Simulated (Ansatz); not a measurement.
Born–Oppenheimer molecular dynamics of AlH3O3 (7 atoms, charge 0, multiplicity 1). It starts from a relaxed structure.

Method: RHF/def2-SVP (Ansatz).

```
ensemble        : NVT, Nosé–Hoover chain
time step       : 0.5 fs
steps asked     : 100
set temperature : 100 K
thermostat      : time constant 100 fs, chain length 3 (defaults)
seed            : 657303
```

First frame:

```xyz
7
Properties=species:S:1:pos:R:3
Al -0.086 -0.309 -0.103
O 0.015 -0.179 1.573
H -0.626 -0.123 2.256
O 1.334 -0.383 -0.994
H 2.223 -0.364 -0.688
O -1.535 -0.369 -0.944
H -2.443 -0.352 -0.710
```

**Question.** What does the run give?

**Answer.** All steps were run.

```yaml
steps_done: 100
time_covered: 50 fs
mean_temperature_over_the_second_half: 46 K
spread_of_the_potential_energy_over_the_second_half: 1.3 meV per atom
mean_potential_energy_of_the_second_half_above_the_start: 5.3 meV per atom
```

The conserved energy stayed within 0.12 meV per atom of its start (net change 0.011 meV per atom), so the integration is sound. The mean temperature of the second half is 54 % below the set value. A run of 0.05 ps of so small a system gives no equilibrium averages.

**Question.** What happens to the structure?

**Answer.** The same pairs are bonded in the first frame and the last. Pairs count as bonded within 1.25 times the sum of covalent radii (0.12 Å more for H–H). This is one draw of velocities; another would differ in detail.

**Question.** How do temperature and energy run in time?

**Answer.** 
```json
{"time (fs)": "0.0", "T (K)": "100", "potential energy less start (eV)": "0.000", "conserved less start (meV/atom)": "0.00"}
{"time (fs)": "1.5", "T (K)": "73", "potential energy less start (eV)": "0.018", "conserved less start (meV/atom)": "0.10"}
{"time (fs)": "3.0", "T (K)": "82", "potential energy less start (eV)": "0.012", "conserved less start (meV/atom)": "0.04"}
{"time (fs)": "4.5", "T (K)": "78", "potential energy less start (eV)": "0.014", "conserved less start (meV/atom)": "0.03"}
{"time (fs)": "6.0", "T (K)": "50", "potential energy less start (eV)": "0.033", "conserved less start (meV/atom)": "0.11"}
{"time (fs)": "7.5", "T (K)": "69", "potential energy less start (eV)": "0.020", "conserved less start (meV/atom)": "0.01"}
{"time (fs)": "9.0", "T (K)": "44", "potential energy less start (eV)": "0.037", "conserved less start (meV/atom)": "0.08"}
{"time (fs)": "10.5", "T (K)": "44", "potential energy less start (eV)": "0.037", "conserved less start (meV/atom)": "0.07"}
{"time (fs)": "12.0", "T (K)": "57", "potential energy less start (eV)": "0.028", "conserved less start (meV/atom)": "0.02"}
{"time (fs)": "13.5", "T (K)": "32", "potential energy less start (eV)": "0.045", "conserved less start (meV/atom)": "0.11"}
{"time (fs)": "15.0", "T (K)": "55", "potential energy less start (eV)": "0.029", "conserved less start (meV/atom)": "0.03"}
{"time (fs)": "16.5", "T (K)": "46", "potential energy less start (eV)": "0.036", "conserved less start (meV/atom)": "0.06"}
{"time (fs)": "18.0", "T (K)": "35", "potential energy less start (eV)": "0.043", "conserved less start (meV/atom)": "0.09"}
{"time (fs)": "19.5", "T (K)": "56", "potential energy less start (eV)": "0.029", "conserved less start (meV/atom)": "0.00"}
{"time (fs)": "21.0", "T (K)": "26", "potential energy less start (eV)": "0.049", "conserved less start (meV/atom)": "0.10"}
{"time (fs)": "22.5", "T (K)": "38", "potential energy less start (eV)": "0.041", "conserved less start (meV/atom)": "0.05"}
{"time (fs)": "24.0", "T (K)": "39", "potential energy less start (eV)": "0.040", "conserved less start (meV/atom)": "0.03"}
{"time (fs)": "25.5", "T (K)": "18", "potential energy less start (eV)": "0.054", "conserved less start (meV/atom)": "0.11"}
{"time (fs)": "27.0", "T (K)": "47", "potential energy less start (eV)": "0.035", "conserved less start (meV/atom)": "0.01"}
{"time (fs)": "28.5", "T (K)": "28", "potential energy less start (eV)": "0.048", "conserved less start (meV/atom)": "0.09"}
{"time (fs)": "30.0", "T (K)": "38", "potential energy less start (eV)": "0.042", "conserved less start (meV/atom)": "0.07"}
{"time (fs)": "31.5", "T (K)": "55", "potential energy less start (eV)": "0.030", "conserved less start (meV/atom)": "0.01"}
{"time (fs)": "33.0", "T (K)": "31", "potential energy less start (eV)": "0.047", "conserved less start (meV/atom)": "0.12"}
{"time (fs)": "34.5", "T (K)": "58", "potential energy less start (eV)": "0.029", "conserved less start (meV/atom)": "0.01"}
{"time (fs)": "36.0", "T (K)": "42", "potential energy less start (eV)": "0.039", "conserved less start (meV/atom)": "0.07"}
{"time (fs)": "37.5", "T (K)": "35", "potential energy less start (eV)": "0.044", "conserved less start (meV/atom)": "0.09"}
{"time (fs)": "39.0", "T (K)": "56", "potential energy less start (eV)": "0.031", "conserved less start (meV/atom)": "0.01"}
{"time (fs)": "40.5", "T (K)": "28", "potential energy less start (eV)": "0.049", "conserved less start (meV/atom)": "0.12"}
{"time (fs)": "42.0", "T (K)": "52", "potential energy less start (eV)": "0.034", "conserved less start (meV/atom)": "0.03"}
{"time (fs)": "43.5", "T (K)": "52", "potential energy less start (eV)": "0.034", "conserved less start (meV/atom)": "0.05"}
{"time (fs)": "45.0", "T (K)": "43", "potential energy less start (eV)": "0.040", "conserved less start (meV/atom)": "0.11"}
{"time (fs)": "46.5", "T (K)": "75", "potential energy less start (eV)": "0.019", "conserved less start (meV/atom)": "0.00"}
{"time (fs)": "48.0", "T (K)": "53", "potential energy less start (eV)": "0.035", "conserved less start (meV/atom)": "0.10"}
{"time (fs)": "49.5", "T (K)": "67", "potential energy less start (eV)": "0.026", "conserved less start (meV/atom)": "0.05"}
```

The run took 82 s on 1 thread of Arm Neoverse V1, with other jobs on the host, peak memory 0.14 GiB.
